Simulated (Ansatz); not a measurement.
One change: `[Br][SnH3]` becomes `[OH][SnH2][Br]`.

Ansatz, PBE0-D4/def2-TZVP geometries, multiplicity 1. Each molecule was computed in one conformer, which needn't be the lowest.

Elements past krypton have def2 core potentials. Scalar relativity is left out up to krypton.

```tsv
property	`[Br][SnH3]`
LUMO energy (PBE0/def2-TZVPP) / eV	-1.08
size of the dipole moment (B3LYP/def2-TZVPP) / D	2.31
HOMO energy (ωB97M-V/def2-TZVPP) / eV	-10.36
LUMO energy (ωB97M-V/def2-TZVPP) / eV	0.60
HOMO energy (PBE/def2-TZVPP) / eV	-6.90
ideal-gas entropy at 298 K and 1 bar (rigid rotor, harmonic PBE0-D4/def2-TZVP) / J/(mol·K)	288
```

Q: What does the change do to each property? (Estimate.)

A: Ansatz gave: 
```csv
property,`[OH][SnH2][Br]`,shift
LUMO energy (PBE0/def2-TZVPP) / eV,-1.09,-0.01
size of the dipole moment (B3LYP/def2-TZVPP) / D,1.71,-0.60
HOMO energy (ωB97M-V/def2-TZVPP) / eV,-10.54,-0.18
LUMO energy (ωB97M-V/def2-TZVPP) / eV,0.74,0.14
HOMO energy (PBE/def2-TZVPP) / eV,-7.03,-0.13
"ideal-gas entropy at 298 K and 1 bar (rigid rotor, harmonic PBE0-D4/def2-TZVP) / J/(mol·K)",333,45
```

The zero-point energy changes by 17.4 kJ/mol with +3 modes. Dipoles are sizes alone; their direction can turn.

B3LYP here is the variant with VWN-RPA as its local correlation; programs differ in this.

Spin–orbit coupling is left out; it splits and shifts lone-pair levels of the heavy atoms by tenths of an eV.
